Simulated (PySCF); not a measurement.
## Fractional electron number in Sm⁺ (samarium, charge +1)

The 6s alpha orbital of [Xe] 4f6 6s1 is emptied in steps (occupation f), with all orbitals relaxed, ending at [Xe] 4f6. All numbers are calculated (PySCF 2.14, a scalar-relativistic core potential, in def2-TZVP with the def2 core potential (28 electrons)). The exact energy is a straight line in f; departures are measured from the line between the end points of the same method.

Q: Among PBE0, r2SCAN, LC-wPBE, which shows the largest delocalisation error (convex curve), and which is closest to linear?

A: Most convex: r2SCAN (-0.525 eV at f = 0.5); closest to linear: LC-wPBE (0.013 eV).

| f | PBE0 (eV) | r2SCAN (eV) | LC-wPBE (eV) |
| --- | --- | --- | --- |
| 1 | 0.000 | 0.000 | 0.000 |
| 0.75 | -0.348 | -0.404 | 0.014 |
| 0.5 | -0.465 | -0.525 | 0.013 |
| 0.25 | -0.350 | -0.378 | 0.003 |
| 0 | 0.000 | 0.000 | 0.000 |

```json
{"method": "PBE0", "E(f=0) − E(f=1) (eV)": "11.164", "−ε at f=1 (eV)": "9.316", "−ε at f=0.5 (eV)": "11.156"}
{"method": "r2SCAN", "E(f=0) − E(f=1) (eV)": "11.126", "−ε at f=1 (eV)": "8.926", "−ε at f=0.5 (eV)": "11.192"}
{"method": "LC-wPBE", "E(f=0) − E(f=1) (eV)": "10.939", "−ε at f=1 (eV)": "11.018", "−ε at f=0.5 (eV)": "10.907"}
```

Reference removal energy between the ground levels: 11.078 ± 0.02 eV (semi-empirical (NIST evaluation); NIST Atomic Spectra Database, ionization energies). The calculation has no spin-orbit coupling.
